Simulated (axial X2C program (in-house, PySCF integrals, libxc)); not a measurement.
## Bond lengths and stretching modes, held linear, of ClGeCl⁻

Calculated with an in-house all-electron X2C program for linear molecules (integrals from PySCF): two-component X2C with atomic mean-field Coulomb and Gaunt terms, Gaussian nuclei, basis Cl dyall-av3z, Ge dyall-v3z with contracted cores. Spin-free rows use the one-electron spin-free X2C Hamiltonian.

Masses Cl 34.969, Ge 73.921, Cl 34.969 u. States: 2c Ω = 1/2 (beyond evenly filled blocks: ω = 1/2); spin-free M_S = 1/2, Λ = 1 (beyond evenly filled blocks: π+α).

MP2, spin-free: energies above the lowest point

```tsv
r(Cl–Ge) (Å)	r(Ge–Cl) (Å)	E (meV)
2.4560	2.4560	16.53
2.4560	2.5190	4.00
2.4560	2.5820	7.63
2.5190	2.4560	4.00
2.5190	2.5190	0.00
2.5190	2.5820	11.70
2.5190	2.6450	35.34
2.5820	2.4560	7.63
2.5820	2.5190	11.70
2.5820	2.5820	31.06
2.6450	2.5190	35.34
2.6450	2.6450	99.74
```

Fit a quadratic surface with cubic terms in each bond: where is the minimum, and what are the two stretching wavenumbers?

At MP2, spin-free: bonds 2.507 and 2.507 Å; harmonic stretches 179.4 and 215.7 cm⁻¹; force constants 0.65, 0.65 and coupling 0.31 mdyn/Å.

The other levels and Hamiltonians give:

```json
{"Hamiltonian": "2c", "level": "PBE0", "r(Cl–Ge) (Å)": "2.517", "r(Ge–Cl) (Å)": "2.517", "lower stretch (cm⁻¹)": "181.6", "upper stretch (cm⁻¹)": "213.2"}
{"Hamiltonian": "2c", "level": "HF", "r(Cl–Ge) (Å)": "2.606", "r(Ge–Cl) (Å)": "2.606", "lower stretch (cm⁻¹)": "96.6", "upper stretch (cm⁻¹)": "204.2"}
{"Hamiltonian": "2c", "level": "TPSSh", "r(Cl–Ge) (Å)": "2.525", "r(Ge–Cl) (Å)": "2.525", "lower stretch (cm⁻¹)": "184.6", "upper stretch (cm⁻¹)": "212.1"}
{"Hamiltonian": "2c", "level": "MP2", "r(Cl–Ge) (Å)": "2.509", "r(Ge–Cl) (Å)": "2.509", "lower stretch (cm⁻¹)": "179.2", "upper stretch (cm⁻¹)": "215.4"}
{"Hamiltonian": "spin-free", "level": "PBE0", "r(Cl–Ge) (Å)": "2.516", "r(Ge–Cl) (Å)": "2.516", "lower stretch (cm⁻¹)": "181.9", "upper stretch (cm⁻¹)": "213.5"}
{"Hamiltonian": "spin-free", "level": "HF", "r(Cl–Ge) (Å)": "2.605", "r(Ge–Cl) (Å)": "2.605", "lower stretch (cm⁻¹)": "96.8", "upper stretch (cm⁻¹)": "204.5"}
{"Hamiltonian": "spin-free", "level": "TPSSh", "r(Cl–Ge) (Å)": "2.523", "r(Ge–Cl) (Å)": "2.523", "lower stretch (cm⁻¹)": "184.9", "upper stretch (cm⁻¹)": "212.3"}
```

Each state is one determinant, the lowest of a limited PBE0 search; the stretches come from a fit to these few points and carry an uncertainty of a few per cent. Other orders of the atoms were not compared. The levels spread by more than a fifth, so the stretches depend strongly on the method. MP2 freezes inner shells (threshold -2 hartree). For an anion the highest level of a functional can be positive, and the basis then holds the extra electron. The molecule was held linear; bending was not examined, so a bent shape may lie lower. Note: functional without a current term on a determinant with orbital currents, of the molecule or an atom.
